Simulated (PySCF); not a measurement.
# Polarisability and C₆ of Ta (tantalum, neutral)

[Xe] 4f14 5d3 6s2, high-spin 4F determinant. Computed with PySCF 2.14 in aug-cc-pwCVQZ-PP with ECP60MDF (9s9p8d5f4g3h, 180 functions), with scalar relativity through the core potential. Coupled (time-dependent) response in atomic units; α is the mean over directions.

```tsv
method	mean α (bohr³)	C₆ (like pair)	S(−4)
PBE0	86.87	1126	2984
```

S(−4) is the Cauchy moment in α(ω) = α(0) + S(−4) ω² + …

Reference α: 74 ± 20 bohr³ (recommended; Schwerdtfeger and Nagle, table of static dipole polarizabilities (2023 update)). Published C₆: 887.0 (Gould and Bucko (2016)).

Spin-orbit coupling is absent.

α(iu) at PBE0:

| u (hartree) | α(iu) (bohr³) |
| --- | --- |
| 0 | 86.87 |
| 0.0500 | 80.18 |
| 0.100 | 66.10 |
| 0.200 | 41.45 |
| 0.300 | 27.48 |
| 0.500 | 15.00 |
| 0.750 | 8.954 |
| 1.00 | 6.135 |
| 1.50 | 3.520 |
| 2.00 | 2.311 |
| 3.00 | 1.214 |
| 5.00 | 0.4968 |

A single London oscillator, α(iu) = α/(1 + u²/ω²), gives C₆ = (3/4) ω α². Matching the computed C₆ needs ω = 4 × 1126 / (3 × 86.87²) = 0.199 hartree.

Energies and moments cover only the electrons outside the core potential. Spin-orbit coupling, absent here, splits the open shell strongly.
